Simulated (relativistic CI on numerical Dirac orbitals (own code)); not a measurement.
# What each ingredient does to the levels of Re59+

Base calculation: Dirac-Coulomb-Breit CI, KLI orbitals optimised for each configuration, a model potential for QED, unscaled Slater integrals.

Configuration list (outside the closed core [Ne]): 3s²3p⁴, 3s²3p³3d, 3s3p⁵, 3p⁶, 3s3p⁴3d, 3s3p³3d², 3p⁵3d, 3s²3p²3d4p, 3s3p³3d4s, 3p⁵4s, 3s²3p³4s, 3p⁵4p, 3s²3p²3d², 3s²3p3d³, 3s3p²3d³, 3s²3p3d²4s, 3p⁴3d², 3p³3d³, 3p³3d²4s, 3s²3p²3d4s, 3s3p²3d²4s, 3s²3p3d4s². Double excitations out of closed p, d and f shells are left out; levels of such configurations are missing from the list, as are those of other unlisted configurations, and high levels can miss mixing partners.

The lowest level and the first level of each name with at least 55 % of one term (blank where a level has no safe partner in the second run):

| Level | Base (eV) | Shift (eV) |
| --- | --- | --- |
| 3s²3p⁴ ³P2 | 0.000 | 0.000 |
| 3s²3p⁴ ¹S0 | 20.322 | -1.830 |
| 3s²3p³3d ³P°0 | 247.845 | +0.138 |
| 3s²3p⁴ ³P1 | 370.512 | +0.746 |
| 3s²3p⁴ ¹D2 | 380.393 | -0.274 |
| 3s²3p²3d² ³P0 | 514.082 | -0.433 |
| 3s3p⁵ ³P°2 | 558.451 | +3.150 |
| 3s²3p³3d ³G°5 | 701.333 | +0.395 |
| 3s²3p⁴ ³P0 | 758.367 | +0.029 |
| 3s3p⁴3d ³P0 | 821.947 | +1.628 |

At this charge energies of transitions that change n are usually good to better than 1 %, and those within a shell (Δn = 0) to a few per cent.

Q: One thing was changed in a second run, which moved the levels as shown. Which?
A. configuration mixing switched off
B. only the first 3 configurations
C. valence Slater integrals scaled by 0.9
D. QED terms removed
E. Breit term removed

A: C. Valence Slater integrals scaled by 0.9. Scaling acts on the splittings between terms and on the mixing, and leaves the fine structure of pure LS terms nearly alone; in jj coupling it moves the levels of one term differently.

LS names give the leading component of a level, which can be under half, so a name can repeat, a term be missing and a line seem to break the LS rules.
